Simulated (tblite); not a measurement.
C3H3, charge -1, singlet, at a GFN2-xTB geometry; GFN1-xTB (tblite).

Input for tblite:
```
$ tblite run mol.xyz --method gfn1 --charge -1 --spin 0 --efield 0,0,0.1 --json tblite.json --no-restart

# file mol.xyz
6

C      0.00179213    -0.00082963     0.34805219
C      0.00811735    -0.00375776     1.57647903
C     -0.00588691     0.00272522    -1.14330257
H      0.03963094     1.02847941    -1.56026013
H      0.85557099    -0.54993143    -1.56822380
H     -0.91933737    -0.46737496    -1.55888795
```

It wrote (shortened):

```
xTB calculator
 | screened Coulomb repulsion
 | Coulomb electrostatics
 |  * isotropic Klopman-Ohno-Mataga-Nishimoto electrostatics
 |  * onsite third-order electrostatics
 | DFT-D3(BJ) dispersion correction
 | Interactions (1)
 | [1] electric field

halogen bonding energy    0.0000000000000E+00 Eh
repulsion energy          1.5001506456918E-01 Eh
dispersion energy        -1.2376771439437E-03 Eh
interaction energy        0.0000000000000E+00 Eh
number of electrons       1.6000000000000E+01 e
integral cutoff           1.9731147476801E+01 bohr

------------------------------------------------------------
  cycle        total energy    energy error   density error
------------------------------------------------------------
      1     -7.918639767843  -8.0674172E+00   4.7124398E-01
      2     -8.009190038530  -9.0550271E-02   2.8223457E-01
      3     -8.013703383677  -4.5133451E-03   1.4730857E-01
      4     -8.013685704421   1.7679255E-05   1.3331583E-02
      5     -8.013894303755  -2.0859933E-04   2.9252819E-03
      6     -8.013897267433  -2.9636785E-06   4.0666147E-04
      7     -8.013897488356  -2.2092267E-07   7.1727394E-05
      8     -8.013897491079  -2.7231568E-09   1.5406994E-05
------------------------------------------------------------

electronic energy        -8.1626748785042E+00 Eh
total energy             -8.0138974910790E+00 Eh

Post processing:
 | Mayer-Wiberg bond orders

[Info] JSON dump of results written to 'tblite.json'
```
